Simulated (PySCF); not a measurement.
Atoms are numbered as in `[CH2:1]=[C:2]=[CH:3][CH2:4][B:5]([Cl:6])[Cl:7]`. Each H is labelled by its parent atom.

Geometry: PBE0-D3(BJ)/def2-SVP; GIAO shifts from PySCF, gas phase, non-relativistic, averaged over equivalent atoms.

At PBE0/cc-pVDZ (131 basis functions, 12 s wall time on 1 thread of an Arm Neoverse V2, shared host):
| atoms | δ (ppm) |
| --- | --- |
| C2 | 211.0 |
| C3 | 85.6 |
| C1 | 75.3 |
| C4 | 31.3 |
| B5 | 63.4 |
| Cl6/Cl7 | 251.6 |
| H(C3) | 4.93 |
| H(C1) | 4.87 |
| H(C4) | 2.04 |

Shifts are taken against calculated references (same method and geometry level): $^{13}$C (196.75 ppm) and $^{1}$H (31.29 ppm) against TMS; BF3·OEt2 for $^{11}$B (113.82 ppm); HCl for $^{35}$Cl (960.53 ppm).

**Question.** Estimate the result of repeating the calculation with PBE0/cc-pVTZ.

**Answer.** 
| atoms | δ at PBE0/cc-pVTZ | change |
| --- | --- | --- |
| C2 | 222.6 | +11.6 |
| C3 | 88.5 | +2.9 |
| C1 | 77.3 | +2.0 |
| C4 | 32.4 | +1.1 |
| B5 | 63.9 | +0.5 |
| Cl6/Cl7 | 276.6 | +25.0 |
| H(C3) | 5.15 | +0.22 |
| H(C1) | 4.98 | +0.11 |
| H(C4) | 2.23 | +0.19 |

δ = σ(ref) − σ, references computed at the same level: $^{13}$C (187.29 ppm) and $^{1}$H (31.29 ppm) against TMS; $^{11}$B (102.75 ppm) vs BF3·OEt2; $^{35}$Cl (952.42 ppm) against HCl.

The largest change is at Cl6/Cl7 (chlorine bonded to B). Cost: 288 basis functions, 41 s wall time on 1 thread of an Arm Neoverse V2, shared host. The order of the carbon signals is the same at both levels.

A carbon bonded to boron is broadened by the quadrupolar boron nucleus and is often missing from a measured spectrum.
